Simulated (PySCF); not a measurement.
## Levels of Er⁴⁹⁺ from EOM-EA-GCCSD

Reference: closed-shell Er⁵⁰⁺, [Ar]; one electron is added. Calculated with PySCF 2.14, two-component X2C-1e with screened spin-orbit coupling, an uncontracted even-tempered set (18 s from 4.6 bohr⁻², ratio 2.6; 14 p from 5.9 bohr⁻², ratio 2.6; 5 d from 6.1 bohr⁻², ratio 2.8; 3 f from 97 bohr⁻², ratio 2.8); frozen [Ne]; the 62 highest virtual spinors dropped; of the others 50 kept and the rest restored at second order. No Breit or QED terms. Binding energies in eV.

| level | Koopmans | second order | EOM-CCSD |
| --- | --- | --- | --- |
| 3d3/2 | 4288.7 | 4289.9 | 4289.7 |
| 3d5/2 | 4238.1 | 4239.1 | 4238.8 |

For comparison, the ionisation energy of Er⁴⁹⁺ is 4294 ± 4 eV (theoretical estimate listed by NIST; NIST Atomic Spectra Database, ionization energies).

Only part of the computed levels is shown.
